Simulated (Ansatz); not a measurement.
The cluster K3I2. The state is a doublet with charge 0. Geometry B3LYP-D4/def2-SVP.

| atom | x (Å) | y (Å) | z (Å) |
| --- | --- | --- | --- |
| K1 | -0.450 | 2.747 | 1.359 |
| K2 | -1.281 | -1.961 | -0.260 |
| K3 | 2.826 | 0.907 | -0.889 |
| I4 | 1.697 | -2.107 | -1.652 |
| I5 | -2.793 | 0.414 | 1.442 |

In the def2 sets I takes a core potential; there is no spin–orbit coupling. Another isomer (doublet) lies 0.08 eV lower at PBE0-D4/def2-TZVP; other spin states weren't run for this one.

(1) Estimate the α-spin orbital energies around the gap (eV) in Ansatz with LDA (SPW92)/def2-TZVP, PBE-D4/def2-SVP, PBE-D4/def2-TZVP, r2SCAN-D4/def2-TZVP, B97M-V/def2-TZVP.

Answers

(1) 
```tsv
orbital	LDA (SPW92)/def2-TZVP	PBE-D4/def2-SVP	PBE-D4/def2-TZVP	r2SCAN-D4/def2-TZVP	B97M-V/def2-TZVP
HOMO−9	-18.54	-18.74	-18.45	-19.12	-19.34
HOMO−8	-15.50	-15.13	-15.22	-15.76	-15.61
HOMO−7	-15.46	-15.10	-15.19	-15.73	-15.58
HOMO−6	-5.75	-5.51	-5.57	-5.80	-5.78
HOMO−5	-5.62	-5.39	-5.44	-5.68	-5.67
HOMO−4	-5.59	-5.33	-5.41	-5.64	-5.63
HOMO−3	-5.45	-5.19	-5.28	-5.52	-5.50
HOMO−2	-5.32	-5.04	-5.15	-5.41	-5.36
HOMO−1	-5.31	-5.03	-5.15	-5.40	-5.36
HOMO	-2.91	-2.81	-2.79	-2.78	-2.63
LUMO	-1.62	-1.49	-1.46	-1.16	-1.85
LUMO+1	-1.28	-1.19	-1.18	-0.89	-1.24
LUMO+2	-1.09	-0.89	-0.97	-0.82	-1.16
LUMO+3	-0.86	-0.78	-0.77	-0.43	-0.95
LUMO+4	-0.45	-0.22	-0.39	0.00	-0.58
LUMO+5	0.05	0.25	0.23	0.54	-0.20
β HOMO	-5.30	-5.02	-5.14	-5.40	-5.35
β LUMO	-2.30	-2.15	-2.11	-1.72	-2.06
```
